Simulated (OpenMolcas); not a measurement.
## Cu2+, Ag2+, Au2+: d⁹ down the group

| Property | Result |
| --- | --- |
| Program | OpenMolcas |
| Method | CASSCF |
| Basis | ANO-R2 |
| Scalar Hamiltonian | X2C, finite nucleus |
| Spin-orbit coupling | RASSI with atomic mean-field integrals over the reference wave functions, term energies averaged over their components |

Active space for each ion: 9 electrons in 6 orbitals (d s).

Computed levels in cm-1 above ²D_5/2:

```csv
Level,Cu2+,Ag2+,Au2+
²D_3/2,2204,4634,13043
weight of ²D in the lowest level (%),100,100,100
```

Measured, with the error of the calculation in %. Measured levels: Cu2+ from Sugar and Musgrove, J. Phys. Chem. Ref. Data 19, 527 (1990); Ag2+ from Moore, Atomic Energy Levels, vol. III, NSRDS-NBS 35 (1971 reprint of NBS Circular 467, 1958); Au2+ from Iglesias, J. Res. Natl. Bur. Stand. 64A, 481 (1960).

| Level | Cu2+ | Ag2+ | Au2+ |
| --- | --- | --- | --- |
| ²D_3/2 | 2072 (+6.4) | 4607 (+0.6) | 12694 (+2.7) |

The fine-structure level ²D_3/2 changes by a factor of 5.92 from Cu2+ to Au2+.

Without dynamic correlation excited terms often stand tens of per cent too high (terms of higher spin than the ground term too low), and those without a measured partner can miss by more than the paired ones. Measured partners are found by configuration, term and J. A level has none where our copy of the source lacks it or the pairing is in doubt (some pairs that miss far off the trend of their configuration count as doubtful), and it then counts in no deviation. Only configurations of the active space appear.
